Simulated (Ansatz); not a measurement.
input.yaml

```yaml
crystal:
  periodic: [false, false, false]
  atoms:
    - { symbol: B, position_ang: [-0.362697, 1.827087, 0.640053] }
    - { symbol: O, position_ang: [0.441786, 0.733867, 0.678859] }
    - { symbol: C, position_ang: [-0.078121, -0.590357, 0.413648] }
    - { symbol: C, position_ang: [0.489526, -1.111136, -0.904455] }
    - { symbol: H, position_ang: [-1.54917, 1.716518, 0.404265] }
    - { symbol: H, position_ang: [0.172207, 2.888974, 0.851596] }
    - { symbol: H, position_ang: [0.239762, -1.227364, 1.25808] }
    - { symbol: H, position_ang: [-1.183398, -0.562092, 0.391272] }
    - { symbol: H, position_ang: [0.149279, -0.486074, -1.747643] }
    - { symbol: H, position_ang: [1.591955, -1.098426, -0.884238] }
    - { symbol: H, position_ang: [0.154171, -2.147995, -1.080937] }
basis:
  gaussian: { orbitals: "6-31G*" }
hamiltonian:
  xc: revpbe
  dispersion: d4
neb:
  order_check: false
  images: 5
  f_tol: 0.05
  max_iterations: 60
  final_atoms:
    - { symbol: B, position_ang: [-0.53297022, 1.80443227, 0.57814976] }
    - { symbol: O, position_ang: [0.43356351, 0.85218835, 0.52888188] }
    - { symbol: C, position_ang: [0.09806513, -0.55357793, 0.46027198] }
    - { symbol: C, position_ang: [0.4862977, -1.10880652, -0.90793278] }
    - { symbol: H, position_ang: [-1.70735191, 1.49670587, 0.59157142] }
    - { symbol: H, position_ang: [-0.15054368, 2.94943384, 0.60832177] }
    - { symbol: H, position_ang: [0.66902395, -1.05265985, 1.26312596] }
    - { symbol: H, position_ang: [-0.98114757, -0.69232526, 0.6579434] }
    - { symbol: H, position_ang: [1.55638006, -0.93342291, -1.10840847] }
    - { symbol: H, position_ang: [0.29571796, -2.19547503, -0.94595742] }
    - { symbol: H, position_ang: [-0.10173493, -0.62349082, -1.70546751] }
  initial_path:
    images:
      - { positions_ang: [[-0.362697, 1.827087, 0.640053], [0.441786, 0.733867, 0.678859], [-0.078121, -0.590357, 0.413648], [0.489526, -1.111136, -0.904455], [-1.54917, 1.716518, 0.404265], [0.172207, 2.888974, 0.851596], [0.239762, -1.227364, 1.25808], [-1.183398, -0.562092, 0.391272], [0.149279, -0.486074, -1.747643], [1.591955, -1.098426, -0.884238], [0.154171, -2.147995, -1.080937]] }
      - { positions_ang: [[-0.41874425, 1.81952874, 0.66488714], [0.27312145, 0.79965346, 0.3438852], [-0.06740144, -0.51857577, 0.34065832], [0.52669035, -1.17311189, -0.8952298], [-1.61535, 1.8232825, 0.52410917], [0.16568366, 2.72700365, 1.04950844], [0.39169392, -0.95742181, 1.20036146], [-1.12051266, -0.61065798, 0.41947117], [0.34327466, -0.53628083, -1.74960912], [1.55316719, -1.31392751, -0.77174493], [0.03367711, -2.11649056, -1.10579705]] }
      - { positions_ang: [[-0.4747915, 1.81197047, 0.68972129], [0.10445691, 0.86543993, 0.0089114], [-0.05668187, -0.44679453, 0.26766864], [0.56385469, -1.23508778, -0.8860046], [-1.68153001, 1.93004701, 0.64395333], [0.15916032, 2.5650333, 1.24742087], [0.54362584, -0.68747962, 1.14264292], [-1.05762731, -0.65922395, 0.44767034], [0.53727033, -0.58648765, -1.75157524], [1.51437938, -1.52942903, -0.65925187], [-0.08681678, -2.08498613, -1.1306571]] }
      - { positions_ang: [[-0.53083875, 1.80441221, 0.71455543], [-0.06420764, 0.93122639, -0.3260624], [-0.04596231, -0.3750133, 0.19467896], [0.60101904, -1.29706367, -0.87677939], [-1.74771001, 2.03681151, 0.7637975], [0.15263698, 2.40306295, 1.44533331], [0.69555776, -0.41753743, 1.08492438], [-0.99474197, -0.70778993, 0.47586951], [0.73126599, -0.63669448, -1.75354136], [1.47559157, -1.74493054, -0.5467588], [-0.20731067, -2.05348169, -1.15551714]] }
      - { positions_ang: [[-0.53154924, 1.80441889, 0.66908687], [0.10171608, 0.90488037, -0.04108097], [0.00204684, -0.43453484, 0.28320996], [0.56277859, -1.23431129, -0.88716385], [-1.73425731, 1.8567763, 0.70638881], [0.05157676, 2.58518658, 1.16632947], [0.68671316, -0.62924491, 1.14432491], [-0.9902105, -0.70263504, 0.53656081], [1.00630401, -0.73560396, -1.53849706], [1.08230037, -1.89511204, -0.67982501], [-0.17211876, -1.57681807, -1.33883393]] }
      - { positions_ang: [[-0.53225973, 1.80442558, 0.62361832], [0.2676398, 0.87853436, 0.24390046], [0.05005599, -0.49405639, 0.37174097], [0.52453814, -1.17155891, -0.89754832], [-1.72080461, 1.67674109, 0.64898011], [-0.04948346, 2.76731021, 0.88732562], [0.67786855, -0.84095238, 1.20372543], [-0.98567904, -0.69748015, 0.59725211], [1.28134204, -0.83451344, -1.32345277], [0.68900916, -2.04529353, -0.81289121], [-0.13692684, -1.10015445, -1.52215072]] }
      - { positions_ang: [[-0.53297022, 1.80443227, 0.57814976], [0.43356351, 0.85218835, 0.52888188], [0.09806513, -0.55357793, 0.46027198], [0.4862977, -1.10880652, -0.90793278], [-1.70735191, 1.49670587, 0.59157142], [-0.15054368, 2.94943384, 0.60832177], [0.66902395, -1.05265985, 1.26312596], [-0.98114757, -0.69232526, 0.6579434], [1.55638006, -0.93342291, -1.10840847], [0.29571796, -2.19547503, -0.94595742], [-0.10173493, -0.62349082, -1.70546751]] }
```

Run as:

```bash
$ ansatz run input.yaml --threads 1 --pin off --max-ram 2048MiB --backend cpu --events-out ev --progress --plain --runs-dir out
```

Hardware: 1 thread of Arm Neoverse V2, on a shared host.

Roughly how long does this run take, and how much memory?

2.5 min, with a peak of 0.11 GiB, for 15 band iterations.
